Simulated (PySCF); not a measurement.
**Structure from NMR data**

The spectra below were simulated for a compound C₅H₁₄OP₂.

1H NMR (400 MHz, computed): δ 2.83 (m, 2H), 1.31 (m, 3H), 1.06 (m, 9H).

13C{1H} NMR (computed): δ 36.6 (C), 24.9 (CH3, 3C), 15.4 (CH3).

PySCF 2.14 calculation with structure optimised with PBE0-D3(BJ)/def2-SVP and σ from GIAO-PBE0/pcSseg-1; isolated molecule, no relativistic terms, a single conformation, rapidly exchanging positions averaged.

Referencing at the same level of theory: TMS for 1H (σ = 31.27 ppm) and 13C (σ = 184.41 ppm).

Problem. What is the structure?

Solution. 
- 3 carbon signals for 5 carbons: some carbons are equivalent by symmetry or fast rotation.
- Carbon types of the structure: 1 × C, 4 × CH3, leaving 2 H on heteroatoms.
- δC 36.6: fully substituted sp3 carbon bonded to P.
- δC 24.9: methyl carbon; saturated and bonded to C and H only.
- δC 15.4: methyl carbon bonded to P.
- δH 2.83: hydrogen on a phosphorus bonded to P.
- δH 1.31: hydrogen on a methyl carbon bonded to P.
- δH 1.06: hydrogen on a methyl carbon.

Structure: SMILES CC(C)(C)[P@](C)(=O)P.

The shifts were computed for this structure.

Splittings by 31P in the carbon and heteronuclear signals aren't shown, as no couplings were computed. Shifts are as computed. Against solution values, carbons near 30 ppm lie about +2 ppm off and those near 130 ppm about +5 ppm. Of 1309 compounds with measured shifts, 239 miss one by over three times the rms of a fit or turn the order of signals round; such compounds aren't used in these exercises. Multiplicities follow the n + 1 count of equivalent neighbours, as no J values were calculated; m marks all less simple cases, F and P coupling included.
